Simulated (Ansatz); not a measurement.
X3Si-Y-SiH3: PBE-D4/def2-TZVP single points in Ansatz on relaxed structures, gas phase. Binding counts from free atoms in the multiplicity of their measured ground term, without zero-point energy. A dash marks a value that wasn't run or was left out as unsound. The structures are stationary points that may keep the symmetry of their start. Remarks come from the PBE and PBE0 runs and from stability tests at other levels; not every state was tested. HOMO above LUMO (over both spins in singlets and doublets, within one spin in higher multiplets; at PBE or PBE0), or a gap under 0.15 eV within one spin, warns that the state may not be the lowest or that an electron is smeared out.

(1) Estimate the order by binding per atom (eV), lowest first.
A. (OH)3Si-NH-SiH3 (Si2NO3H7) (singlet)
B. (Cl)3Si-O-SiH3 (Si2Cl3OH3) (singlet)

(1) B (3.61), A (3.93).

In full:

| species | atoms | state | geometry | HOMO (eV) | LUMO (eV) | gap (eV) | vertical IE (eV) | vertical triplet (eV) | binding per atom (eV) | point group (within 0.1 Å) | remarks |
| --- | --- | --- | --- | --- | --- | --- | --- | --- | --- | --- | --- |
| (Cl)3Si-O-SiH3 (Si2Cl3OH3) | 9 | singlet | PBE-D4/def2-SVP | -7.86 | -1.58 | 6.28 | – | – | 3.61 | – | gap within one spin near zero at PBE or PBE0 (+1 doublet), HOMO above LUMO (+1 doublet), gap within one spin near zero at PBE or PBE0 (triplet), HOMO above LUMO (triplet) |
| (OH)3Si-NH-SiH3 (Si2NO3H7) | 13 | singlet | PBE0-D4/def2-SVP | -6.31 | -0.80 | 5.52 | 9.38 | 5.62 | 3.93 | – | gap within one spin near zero at PBE or PBE0 (+1 doublet) |
| (NMe2)3Si-S-SiH3 (C6H21N3SSi2) | 33 | singlet | r2SCAN-D4/def2-SVP | -4.92 | -0.50 | 4.42 | 7.22 | 4.84 | 3.94 | – | gap within one spin near zero at PBE or PBE0 (+1 doublet), gap within one spin near zero at PBE or PBE0 (triplet) |

The gap (eV) runs from 4.42 ((NMe2)3Si-S-SiH3) to 6.28 ((Cl)3Si-O-SiH3).
